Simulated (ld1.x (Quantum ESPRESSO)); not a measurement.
Configuration tests for Pt (Z = 78) (PAW)

- Element: platinum
- Generator: ld1.x (Quantum ESPRESSO) 7.5
- Type: PAW
- Functional: PBE
- Relativity: fully relativistic
- Frozen core: [Kr] 4d10 4f14
- Valence charge: 18
- Reference configuration: 5s2 5p6 5d9 6s0.75 6p0.25
- Partial waves: 5s (bound): rcut 1.25, rcutus 1.35 bohr; 6s (bound): rcut 1.25, rcutus 1.35 bohr; 5p (bound): rcut 1.60, rcutus 2.00 bohr; 6p (bound): rcut 1.60, rcutus 2.00 bohr; 5d (bound): rcut 1.15, rcutus 1.35 bohr; 5d channel at 0.85 Ry: rcut 1.15, rcutus 1.35 bohr
- Local potential: all-electron potential smoothed inside 1.15 bohr (lloc = -1)
- Core correction: Bessel-smoothed model core, default radius (core density twice the valence density)
- Augmentation charge: PSQ, inside the norm-conserving radii

Open shells are filled in proportion to 2j + 1 (rel_dist='average').

Energies are relative to the spin-unpolarised reference configuration 5s2 5p6 5d9 6s0.75 6p0.25; without spin polarisation the order of configurations can differ from experiment. Not all tests gave a result: test run stopped at test 5 of 7 (negative rho).

| valence configuration | charge | ΔE all-electron (eV) | error AE − PS (meV) |
| --- | --- | --- | --- |
| 5s2 5p6 5d9 6s1 6p0 | 0 | -1.204 | -0.1 |
| 5s2 5p6 5d9 6s0 6p0 | +1 | 8.006 | +2.3 |
| 5s2 5p6 5d8 6s0 6p0 | +2 | 27.987 | +14 |
| 5s2 5p6 5d8 6s2 6p0 | 0 | -0.185 | +26 |

Levels in the configuration 5s2 5p6 5d8 6s0 6p0:

| level | all-electron (eV) | pseudo (eV) |
| --- | --- | --- |
| 5s j=1/2 | -122.490 | -122.294 |
| 5p j=1/2 | -87.745 | -87.578 |
| 5p j=3/2 | -72.730 | -72.607 |
| 5d j=3/2 | -26.782 | -26.728 |
| 5d j=5/2 | -25.278 | -25.231 |

The ghost test of this file was not conclusive.
